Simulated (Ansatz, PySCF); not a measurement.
C3H8O2Si, SMILES C/C=C/O[SiH2]O. Atoms are numbered in the order given.

```xyz
14

C      3.2795     0.7829     0.4758
C      1.8549     1.0925     0.1291
C      0.8327     0.2660     0.3680
O     -0.4585     0.5823     0.0604
Si    -1.7596    -0.4694     0.0529
O     -1.7461    -1.4915    -1.2549
H      3.6973     1.5275     1.1761
H      3.3774    -0.2092     0.9444
H      3.9267     0.7968    -0.4189
H      1.6306     2.0541    -0.3457
H      0.9855    -0.7145     0.8421
H     -1.6886    -1.3616     1.2353
H     -2.9410     0.4268     0.0497
H     -1.8366    -1.0946    -2.1296
```

Geometry: B3LYP-D3(BJ)/def2-SVP. The structure was generated by enumeration; whether it is a known compound was not checked. One conformer was computed; it need not be the lowest.

Two levels are set side by side: PBE-D3(BJ)/def2-SVP (Ansatz, a first-principles code) and B3LYP-D3(BJ)/def2-SVP (Ansatz). Each level has its own optimised geometry; the coordinates shown are those of the second. Frequencies come from the Hessian of PySCF at each geometry. Differences are taken from unrounded values.

```tsv
quantity	B3LYP-D3(BJ)	PBE-D3(BJ)	PBE-D3(BJ) minus B3LYP-D3(BJ)
mean bond length (Å)	1.305	1.314	0.009
bond C1–C2 (Å)	1.499	1.498	0.000
bond C2–C3 (Å)	1.336	1.346	0.010
bond C3–O4 (Å)	1.365	1.369	0.005
bond O4–Si5 (Å)	1.673	1.689	0.016
bond Si5–O6 (Å)	1.660	1.672	0.013
bond C1–H7 (Å)	1.104	1.112	0.008
bond C1–H8 (Å)	1.102	1.109	0.007
bond C1–H9 (Å)	1.104	1.112	0.008
bond C2–H10 (Å)	1.096	1.104	0.008
bond C3–H11 (Å)	1.100	1.109	0.009
bond Si5–H12 (Å)	1.483	1.497	0.014
bond Si5–H13 (Å)	1.483	1.497	0.014
bond O6–H14 (Å)	0.965	0.973	0.009
highest harmonic wavenumber (cm⁻¹)	3870	3761	-109
mean harmonic wavenumber (cm⁻¹)	1299	1263	-36
zero-point energy (kcal/mol)	66.84	64.98	-1.86
```

GGA bonds tend to be longer and softer than those of functionals with exact exchange. Differences between two approximate levels are no errors against the true value.
